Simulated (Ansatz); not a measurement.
The same molecule with X = Ti, Zr, Hf. Ansatz, PBE0-D4/def2-TZVP geometries, multiplicity 1. Each molecule was computed in one conformer, which needn't be the lowest.

Elements past krypton have def2 core potentials. Scalar relativity is left out up to krypton.

```json
{"X": "Ti", "molecule": "`C[O][TiH]12345678([C@H]9[C@@H]1[C@@H]2[C@@H]3[C@H]94)[C@H]1[C@@H]5[C@@H]6[C@@H]7[C@H]18`", "mean X–C bond length / Å": "2.380", "mean X–H bond length / Å": "1.671", "mean X–O bond length / Å": "1.827", "size of the dipole moment (ωB97M-V/def2-TZVPP) / D": "1.18", "LUMO energy (PBE0/def2-TZVPP) / eV": "-0.97", "HOMO–LUMO gap (ωB97M-V/def2-TZVPP) / eV": "9.42"}
{"X": "Hf", "molecule": "`C[O][HfH]12345678([C@H]9[C@@H]1[C@@H]2[C@@H]3[C@H]94)[C@H]1[C@@H]5[C@@H]6[C@@H]7[C@H]18`", "mean X–C bond length / Å": "2.529", "mean X–H bond length / Å": "1.844", "mean X–O bond length / Å": "1.939", "size of the dipole moment (ωB97M-V/def2-TZVPP) / D": "1.84", "LUMO energy (PBE0/def2-TZVPP) / eV": "-0.51", "HOMO–LUMO gap (ωB97M-V/def2-TZVPP) / eV": "10.04"}
```

Task: Give the row for X = Zr, `C[O][ZrH]12345678([C@H]9[C@@H]1[C@@H]2[C@@H]3[C@H]94)[C@H]1[C@@H]5[C@@H]6[C@@H]7[C@H]18`. (Best estimate.)

Result: The calculation gave: 
```json
{"X": "Zr", "molecule": "`C[O][ZrH]12345678([C@H]9[C@@H]1[C@@H]2[C@@H]3[C@H]94)[C@H]1[C@@H]5[C@@H]6[C@@H]7[C@H]18`", "mean X–C bond length / Å": "2.527", "mean X–H bond length / Å": "1.843", "mean X–O bond length / Å": "1.941", "size of the dipole moment (ωB97M-V/def2-TZVPP) / D": "1.82", "LUMO energy (PBE0/def2-TZVPP) / eV": "-0.71", "HOMO–LUMO gap (ωB97M-V/def2-TZVPP) / eV": "9.66"}
```

From Ti to Hf the mean X–C bond length rises at each step, by 0.149 Å in all; the mean X–H bond length rises at each step, by 0.173 Å in all; the mean X–O bond length isn't monotonic: highest at Zr, lowest at Ti; the LUMO energy (PBE0/def2-TZVPP) rises at each step, by 0.46 eV in all; the HOMO–LUMO gap (ωB97M-V/def2-TZVPP) rises at each step, by 0.62 eV in all. Dipoles are sizes alone, and their direction can turn along the series.

Positive LUMOs are unbound, so they and the gaps depend on the basis.
